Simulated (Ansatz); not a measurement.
Stepwise reaction of `CO[SiH](Cl)OC` with hydrogen sulfide, as a gas-phase model of exchange steps in deposition or etching. ΔE in kJ/mol.

Isolated molecules relaxed with PBE0-D4/def2-TZVP in Ansatz; ΔE leaves out vibrations. CBS: MP2 limit from def2 TZ/QZ plus the TZ coupled-cluster correction, frozen cores. This one scheme is used for every species. DFT in def2-TZVPP. B3LYP here is the variant with VWN-RPA as its local correlation; programs differ in this. Each species was taken in one conformer, which may not be the lowest.

```json
{"step": "1", "reaction": "`CO[SiH](Cl)OC` + H₂S → `CO[SiH](S)Cl` + CH₃OH", "PBE-D4": "39.0", "B3LYP-D4": "54.9", "ωB97M-V": "53.3", "CCSD(T)/CBS": "52.5"}
{"step": "2", "reaction": "`CO[SiH](S)Cl` + H₂S → `S[SiH](S)Cl` + CH₃OH", "PBE-D4": "34.1", "B3LYP-D4": "49.1", "ωB97M-V": "48.8", "CCSD(T)/CBS": "46.9"}
```

Q: By hand: ΔE of the 2 steps together at CCSD(T)/CBS.

A: (52.5) + (46.9) = 99.4 kJ/mol, or 49.7 kJ/mol a step.

In ΔE each step is lower than the one before. All are uphill at CCSD(T)/CBS. PBE-D4 differs from CCSD(T)/CBS by -13.5 to -12.8 kJ/mol a step. Isolated molecules leave out the surface, adducts and barriers. Largest T1 diagnostic: 0.011.
